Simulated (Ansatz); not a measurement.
CH3ClSi, SMILES `[SiH3][C]Cl` (excited singlet) (charge 0, multiplicity 1). This singlet is an excited state, 0.35 eV above the relaxed triplet at the level frozen-core CCSD(T)/cc-pVTZ // PBE0-D3(BJ)/def2-TZVP (Ansatz, a quantum-chemistry and plane-wave program).

Cartesian coordinates (Å):
```xyz
6

Si    -0.5502     0.0176     0.0358
C      1.1908    -0.7223     0.2105
Cl     2.4039     0.3028    -0.3173
H     -1.2773    -0.9647    -0.8115
H     -1.0998    -0.0227     1.4172
H     -0.6675     1.3892    -0.5346
```
Charge 0, spin multiplicity 1.

Frozen-core energies in cc-pVDZ from Ansatz at a geometry from PBE0-D3(BJ)/def2-TZVP; the HF reference has <S^2> = 0.00 (restricted, and unstable towards unrestricted orbitals) and the T1 diagnostic is 0.020.

```json
[
 {"level": "HF", "energy (Ha)": "-787.91395"},
 {"level": "MP2", "energy (Ha)": "-788.26029"},
 {"level": "CCSD", "energy (Ha)": "-788.31043"},
 {"level": "CCSD(T)", "energy (Ha)": "-788.32317"}
]
```

### Question
Estimate the energies of CCSDT and CCSDT(Q), and give each level's difference from CCSDT(Q).

### Answer

```tsv
level	energy (Ha)	difference from CCSDT(Q) (mHa)
MP2	-788.26029	65.47
CCSD	-788.31043	15.33
CCSD(T)	-788.32317	2.60
CCSDT	-788.32477	1.00
CCSDT(Q)	-788.32577	0.00
```
